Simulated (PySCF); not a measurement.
**Cu: excitation energy**

Cu [Ar] 3d10 4s1 (2S) → Cu [Ar] 3d9 4s1 5s1 (4D), as a difference of total energies. Calculation: PySCF 2.14, in aug-cc-pVTZ-DK; scalar relativity by spin-free X2C-1e. Correlated levels: valence: [Ar] frozen. The calculations carry no spin-orbit coupling.

```json
{"method": "UHF", "excitation energy (cm⁻¹)": "37961"}
{"method": "MP2 (valence)", "excitation energy (cm⁻¹)": "67774"}
{"method": "SCS-MP2 (valence)", "excitation energy (cm⁻¹)": "64698"}
{"method": "CCSD (valence)", "excitation energy (cm⁻¹)": "58510"}
{"method": "CCSD(T) (valence)", "excitation energy (cm⁻¹)": "61021"}
```

The promoted electron is Rydberg-like, and one or two diffuse shells describe it only roughly, which tends to raise the upper state.
